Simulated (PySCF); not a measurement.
A geometry optimisation on `[F][In]([F])[F]`.

Computed with PBE0-D3(BJ)/def2-SVP geometry optimisation, gas phase, def2 core potentials past Kr (PySCF 2.14.0). Start geometry: GFN2-xTB. A driver script takes a list of jobs; this job's settings line and coordinates (Å) are shown.

Input:
```
{"job": {"xc": "PBE0", "basis": "def2-SVP", "d3": "d3bj", "grid": 1, "maxiter": 30, "shake": 0.03, "kind": "geom"}, "charge": 0, "multiplicity": 1}
In     0.059690    -0.078140     0.010960
F      1.945540    -0.039920     0.007310
F     -1.015010     1.708610    -0.043280
F     -0.906930    -1.680990    -0.005460
```

Problem. What does the run print?

Solution. 
```
step   0  E = -489.18252738  max force = 0.069456
step   1  E = -489.19115202  max force = 0.035309
step   2  E = -489.19299621  max force = 0.010525
step   3  E = -489.19342126  max force = 0.003531
step   4  E = -489.19347582  max force = 0.001004
step   5  E = -489.19351068  max force = 0.001293
step   6  E = -489.19358535  max force = 0.001330
step   7  E = -489.19361424  max force = 0.000270
step   8  E = -489.19362938  max force = 0.000355
step   9  E = -489.19111079  max force = 0.020429
step  10  E = -489.19287752  max force = 0.011294
step  11  E = -489.19370166  max force = 0.006122
step  12  E = -489.19372692  max force = 0.003061
step  13  E = -489.19379798  max force = 0.004008
step  14  E = -489.19267052  max force = 0.015437
step  15  E = -489.19305199  max force = 0.010696
step  16  E = -489.19354565  max force = 0.007498
step  17  E = -489.19366296  max force = 0.004958
step  18  E = -489.19375402  max force = 0.002253
step  19  E = -489.19382951  max force = 0.000926
step  20  E = -489.19389158  max force = 0.000704
step  21  E = -489.19391332  max force = 0.000700
step  22  E = -489.19391403  max force = 0.000722
optimisation converged
```

Energies in Eh; «max force» is the largest Cartesian gradient component in Eh/bohr.

Problem. How much energy does the optimisation release, in kJ/mol?

Solution. E(step 0) − E(last step) = 0.011387 Eh, which is 29.9 kJ/mol.

Problem. Give the first gradient maximum in eV/Å.

Solution. With 1 Eh/bohr = 51.422 eV/Å, 3.572 eV/Å.

In short: final energy -489.19391 Eh after 22 steps; dipole 0.04 D.

Problem. Give the final coordinates.

Solution. 0.061 Å rms from the input after alignment:
```
atom  x, y, z in Å
In1    0.0245   -0.0231   -0.0085
F2     1.9574    0.0267    0.0671
F3    -0.9755    1.5814   -0.4216
F4    -0.9232   -1.6755    0.3324
```

Problem. How long does this job take on Arm Neoverse V1, one thread, no GPU, shared host? And the peak memory of the process?

Solution. About 39 s, with 0.27 GiB resident at the peak, the Python interpreter and its libraries included.
Labels such as C1 count atoms from 1, the log's own numbers from 0.
